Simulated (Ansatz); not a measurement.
`O=C([SiH3])S[SiH3]` and `O=C([SiH3])BO` differ in one atom or group.

Ansatz, PBE0-D4/def2-TZVP geometries, multiplicity 1. Each molecule was computed in one conformer, which needn't be the lowest.

```
                                      property  `O=C([SiH3])S[SiH3]`
         LUMO energy (ωB97M-V/def2-TZVPP) / eV                  0.59
size of the dipole moment (PBE/def2-TZVPP) / D                  0.86
            HOMO energy (PBE0/def2-TZVPP) / eV                 -7.47
           HOMO–LUMO gap (PBE/def2-TZVPP) / eV                  3.51
           HOMO energy (B3LYP/def2-TZVPP) / eV                 -7.23
             LUMO energy (PBE/def2-TZVPP) / eV                 -2.60
```

Q: Give the same properties after the change, and the shifts. (Estimate.)

A: The calculation gave: 
| property | `O=C([SiH3])BO` | shift |
| --- | --- | --- |
| LUMO energy (ωB97M-V/def2-TZVPP) / eV | -0.42 | -1.01 |
| size of the dipole moment (PBE/def2-TZVPP) / D | 0.95 | 0.09 |
| HOMO energy (PBE0/def2-TZVPP) / eV | -6.97 | 0.50 |
| HOMO–LUMO gap (PBE/def2-TZVPP) / eV | 1.83 | -1.68 |
| HOMO energy (B3LYP/def2-TZVPP) / eV | -6.77 | 0.46 |
| LUMO energy (PBE/def2-TZVPP) / eV | -3.73 | -1.13 |

With PBE0 the HOMO rises by 0.50 eV and the LUMO falls by 1.06 eV, so the gap narrows by about 1.56 eV. PBE moves the HOMO by 0.55 eV and ωB97M-V by 0.43 eV. Dipoles are sizes alone; their direction can turn.

B3LYP here is the variant with VWN-RPA as its local correlation; programs differ in this.
